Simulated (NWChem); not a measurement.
Species: AlCl₂F; SMILES [Al]([Cl])([F])[Cl]

All runs: NWChem. Pople sets run with spherical d functions. Medium grid unless said otherwise, to which SCAN and Minnesota functionals are sensitive. All runs use the structure optimised with PBE0/def2-SVP. Hybrids' shares of exact exchange are those that their runs print; pure functionals count as 0. The functionals differ in more than this share.

| row | share of exact exchange | orbital gap (eV) |
|---|---|---|
| PBE/6-31G* | 0.00 | 5.85 |
| r2SCAN/6-31G* | 0.00 | 6.72 |
| B3LYP/6-31G* | 0.20 | 7.58 |
| M06/6-31G* | 0.27 | 8.03 |
| Hartree-Fock/6-31G* | 1.00 | withheld |

### Question
Fit a straight line of the last column on the one before it, predict the withheld value, and compare with the run.

### Answer

1. Means of the 4 shown rows: x = 0.118, y = 7.045. Slope Σ(x − x̄)(y − ȳ)/Σ(x − x̄)² = 0.3730/0.05768 = 6.466; intercept 6.285.
2. The shown rows scatter about the line by 0.308 (root mean square); the largest residual is -0.44, at PBE/6-31G*.
3. At x = 1.00 (Hartree-Fock/6-31G*; beyond the shown range) the line gives 12.75.
4. The run gives 14.64, +1.89 from the line, 6.1 times the scatter.
